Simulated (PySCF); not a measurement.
Start geometry of `FC1=C(F)CC=C1` from a GFN2-xTB structure with every atom displaced at random (by about 0.01 Å) (Å):
```
atom  x, y, z in Å
F1     2.340    1.152    0.159
C2     1.122    0.572    0.072
C3     0.851   -0.703   -0.257
F4     1.767   -1.669   -0.573
C5    -0.603   -0.950   -0.223
C6    -1.134    0.402    0.178
C7    -0.110    1.259    0.343
H8    -0.849   -1.712    0.506
H9    -0.983   -1.263   -1.164
H10   -2.180    0.592    0.314
H11   -0.182    2.293    0.631
```

**Question.** What comes out of this run: PBE0-D3(BJ)/def2-SVP geometry optimisation, gas phase in PySCF 2.14.0?

**Answer.** 
```
atom  x, y, z in Å
F1     2.2848    1.1838   -0.3628
C2     1.1213    0.5835   -0.1750
C3     0.7827   -0.6713   -0.5303
F4     1.5335   -1.5738   -1.1403
C5    -0.6276   -0.9337   -0.1324
C6    -1.0468    0.3577    0.5051
C7    -0.0163    1.2270    0.4730
H8    -0.7024   -1.7829    0.5707
H9    -1.2560   -1.1912   -1.0039
H10   -2.0355    0.5328    0.9281
H11    0.0068    2.2475    0.8571
```

The energy falls by 12.8 kJ/mol over 8 energy and gradient evaluations, the largest force component goes from 0.0349 to 3.0e-04 Eh/bohr, and the atoms move by 0.022 Å rms after alignment. Among the bonds, C3–F4 and C5–H9 change most and about equally (-0.045 to +0.044 Å). Bonds longer at the end by more than 0.005 Å: 6 of 11; shorter: 3. Rotational constants go from 3606, 3140, 1695 to 3615, 3170, 1707 MHz. The orientation of the end geometry is arbitrary; only internal coordinates are fixed.

The run used 118 basis functions and 60 SCF cycles in all. Hardware: an Arm Neoverse V1 with one thread, shared host with 64 logical CPUs at a one-minute load of 54. Cost: 39 s wall, 0.51 GiB resident at most.

Not checked by PBE0-D3(BJ)/def2-SVP frequencies.
